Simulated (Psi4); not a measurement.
Psi4 input (wB97X-D/6-311+G**):

```
memory 1500 MB

molecule {
0 2
N    -1.51643700   -0.02385100    0.34063200
Si    0.05434000   -0.24481600   -0.29945000
F     0.98123700   -0.76350400    0.89919600
F     0.57449000    1.19346800   -0.77454100
H    -1.94345500   -0.76391000    0.87861800
H    -2.20378800    0.48862600   -0.19263700
symmetry c1
no_reorient
no_com
}

set {
  basis 6-311+G**
  reference uks
  scf_type pk
  dft_radial_points 99
  dft_spherical_points 590
  e_convergence 1e-8
  d_convergence 1e-7
  maxiter 150
}

e = energy('wb97x-d')
print_out(f'\nFINAL {e:.10f} DIPOLE {variable("CURRENT DIPOLE")[0]:.6f} {variable("CURRENT DIPOLE")[1]:.6f} {variable("CURRENT DIPOLE")[2]:.6f}\n')
```

From the output:

```
      57A      1.174441    58A      1.246011    59A      1.308933
      60A      1.332828    61A      1.342753    62A      1.406951
      63A      1.414734    64A      1.429829    65A      1.474673
      66A      1.480368    67A      1.496594    68A      1.580091
      69A      1.685956    70A      1.862914    71A      1.970195
      72A      2.029936    73A      2.090724    74A      2.097332
      75A      2.478809    76A      2.501733    77A      2.523223
      78A      2.690704    79A      2.817685    80A      2.983647
      81A      3.082944    82A      3.854965    83A      3.857744
      84A      3.860706    85A      3.862650    86A      3.866437
      87A      3.911026    88A      3.925144    89A      3.932283
      90A      3.988606    91A      4.114165    92A      4.318686
      93A      4.373821    94A      4.792566    95A      5.793325
      96A      6.387784    97A      6.408250    98A      6.426686
      99A      6.443970   100A      6.473110   101A      6.476884
     102A     11.432188   103A     11.542678   104A     11.548004
     105A     35.659777   106A     66.922960   107A     66.924812
     108A    141.260303

    Final Occupation by Irrep:
              A
    DOCC [    20 ]
    SOCC [     1 ]
    NA   [    21 ]
    NB   [    20 ]

  @UKS Final Energy:  -545.24397063392860

   => Energetics <=

    Nuclear Repulsion Energy =            174.8496688995026034
    One-Electron Energy =               -1103.8088454484011436
    Two-Electron Energy =                 419.1508728994963349
    DFT Exchange-Correlation Energy =     -35.4346171946697837
    Empirical Dispersion Energy =          -0.0010497898566636
    VV10 Nonlocal Energy =                  0.0000000000000000
    Total Energy =                       -545.2439706339285976

  UHF NO Occupations:
  HONO-2 :   19  A 1.9998852
  HONO-1 :   20  A 1.9992274
  HONO-0 :   21  A 1.0000000
  LUNO+0 :   22  A 0.0007726
  LUNO+1 :   23  A 0.0001148
  LUNO+2 :   24  A 0.0000410
  LUNO+3 :   25  A 0.0000220

Computation Completed

Properties will be evaluated at   0.000000,   0.000000,   0.000000 [a0]

Properties computed using the SCF density matrix

 Multipole Moments:

 ------------------------------------------------------------------------------------
     Multipole            Electronic (a.u.)      Nuclear  (a.u.)        Total (a.u.)
 ------------------------------------------------------------------------------------

 L = 1.  Multiply by 2.5417464519 to convert [e a0] to [Debye]
 Dipole X            :         -1.1451476            0.0000019           -1.1451457
 Dipole Y            :         -0.4262374            0.0000208           -0.4262166
 Dipole Z            :         -0.2200507            0.0000000           -0.2200507
 Magnitude           :                                                    1.2415481

 ------------------------------------------------------------------------------------

FINAL -545.2439706339 DIPOLE -1.145146 -0.426217 -0.220051

*** Psi4 exiting successfully. Buy a developer a beer!
```

The geometry given is a B3LYP-D3(BJ)/def2-TZVP minimum.
